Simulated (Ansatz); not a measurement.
Cost and result for the atomization energy of `[O]1[SiH2][GaH]1` (6 atoms, 6 bonds).

The species carries charge 0 and has multiplicity 1. Correlated methods include outer-core shells of Ga, which these sets cover unevenly. Scalar relativity is left out up to krypton. Geometry: relaxed with PBE0-D4/def2-TZVP. Program: Ansatz. All runs use 2 threads of an Intel Xeon on a shared host. Times are those of one run each, without the atoms' runs, and a repeat can differ threefold. Electronic energies, without spin–orbit coupling; frozen cores. CCSD(T)/CBS adds CCSD(T) − MP2 in def2-TZVPP to the MP2 limit, and its time is that of the two runs behind it. T1 = 0.017. With those shells the extrapolation isn't a true limit.

CCSD(T)/CBS is a level of theory with its own doubt, some kJ/mol a heavy atom from the limit and from the frozen cores, so smaller differences don't rank the functionals.

```json
{"level": "LDA (SPW92)/def2-TZVPP", "functions": "163", "wall time": "0.9 s", "atomization (kcal/mol)": "474.1", "difference from CCSD(T)/CBS": "59.1", "per bond": "9.9"}
{"level": "PBE-D4/def2-TZVPP (with forces)", "functions": "163", "wall time": "1.7 s", "atomization (kcal/mol)": "413.9", "difference from CCSD(T)/CBS": "-1.1", "per bond": "-0.2"}
{"level": "PBE0-D4/def2-TZVPP", "functions": "163", "wall time": "2 s", "atomization (kcal/mol)": "404.2", "difference from CCSD(T)/CBS": "-10.8", "per bond": "-1.8"}
{"level": "CCSD(T)/def2-SVP", "functions": "79", "wall time": "2.1 s", "atomization (kcal/mol)": "375.3", "difference from CCSD(T)/CBS": "-39.7", "per bond": "-6.6"}
{"level": "BHLYP-D4/def2-TZVPP", "functions": "163", "wall time": "2.2 s", "atomization (kcal/mol)": "392.9", "difference from CCSD(T)/CBS": "-22.1", "per bond": "-3.7"}
{"level": "CAM-B3LYP-D4/def2-TZVPP", "functions": "163", "wall time": "2.5 s", "atomization (kcal/mol)": "409.8", "difference from CCSD(T)/CBS": "-5.2", "per bond": "-0.9"}
{"level": "r2SCANh-D4/def2-TZVPP", "functions": "163", "wall time": "3.3 s", "atomization (kcal/mol)": "411.1", "difference from CCSD(T)/CBS": "-3.9", "per bond": "-0.7"}
{"level": "B2PLYP/def2-TZVPP", "functions": "163", "wall time": "3.6 s", "atomization (kcal/mol)": "405.4", "difference from CCSD(T)/CBS": "-9.6", "per bond": "-1.6"}
{"level": "B97M-V/def2-TZVPP", "functions": "163", "wall time": "6 s", "atomization (kcal/mol)": "416.4", "difference from CCSD(T)/CBS": "1.4", "per bond": "0.2"}
{"level": "ωB97M-V/def2-TZVPP (with forces)", "functions": "163", "wall time": "8 s", "atomization (kcal/mol)": "410.3", "difference from CCSD(T)/CBS": "-4.7", "per bond": "-0.8"}
{"level": "MP2/def2-QZVPP", "functions": "306", "wall time": "12 s", "atomization (kcal/mol)": "418.1", "difference from CCSD(T)/CBS": "3.1", "per bond": "0.5"}
{"level": "CCSD(T)/def2-TZVPP", "functions": "163", "wall time": "20 s", "atomization (kcal/mol)": "402.9", "difference from CCSD(T)/CBS": "-12.1", "per bond": "-2.0"}
{"level": "CCSD(T)/CBS(def2)", "functions": "–", "wall time": "31 s", "atomization (kcal/mol)": "415.0", "difference from CCSD(T)/CBS": "0.0", "per bond": "0.0"}
```

From BLYP to BHLYP (50 % exact exchange), in def2-TZVPP and without D4, the atomization energy moves by −12.4 kcal/mol: exact exchange takes away binding that semilocal exchange gives to molecules. In def2-TZVPP, CCSD(T) changes the Hartree–Fock value by +123.8 kcal/mol (the triples alone add +8.4 kcal/mol) and MP2 by +131.7 kcal/mol; breaking electron pairs costs correlation energy, which Hartree–Fock lacks. At CCSD(T), def2-SVP lies −39.7 kcal/mol from the extrapolated value and def2-TZVPP −12.1 kcal/mol: correlation converges slowly with the basis, and small sets miss more of it in the bonded molecule than in its fragments.
